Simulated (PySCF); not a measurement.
# Correlation energy of I (iodine, neutral)

[Kr] 4d10 5s1 5p5 5d1, one real determinant (an excited configuration). Computed with PySCF 2.14 in dyall-av2z (22s16p12d, 130 functions), with no relativity, point nucleus. Frozen: [Kr] 4d10; 7 electrons correlated; the 62 highest virtual orbitals of each spin left out.

```
  level  correlation energy (mhartree)
   CCSD                        -158.28
    (T)                         -20.15
CCSD(T)                        -178.43
```

Diagnostics: T1 = 0.015, D1 = 0.0352, largest double amplitude 0.416.

The real determinant used has ⟨L²⟩ near 8 against 12 for a pure F term, so it mixes terms. A non-relativistic calculation at this Z misses sizeable relativistic shifts. The outer electron is Rydberg-like, and this basis confines it to a smaller radius and binds it less than a complete one would. A double-excitation amplitude exceeds 0.15, a sign of near-degeneracy.

Cost of the coupled-cluster step: about 11 core-seconds, for 7 correlated electrons.

The reference is one real determinant that mixes LS terms of this configuration.
